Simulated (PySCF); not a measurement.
sulfur difluoride (F₂S), SMILES FSF. Geometry: r2SCAN-D4/def2-TZVP.

TDA-PBE/def2-TZVPD (PySCF) puts the lowest singlet excitations at 3.20, 4.48, 6.05, 6.76, 6.87, 6.98 eV.

### Question
What are the lowest excitation roots from ADC(2)/aug-cc-pVDZ (PySCF)? (An estimate is asked for; the answer gives what the named calculation found.)

### Answer
3.62, 5.02, 7.10, 8.14, 8.47, 8.58 eV. S1 differs by 0.43 eV (second minus first; roots are paired by order, and the bases may differ).
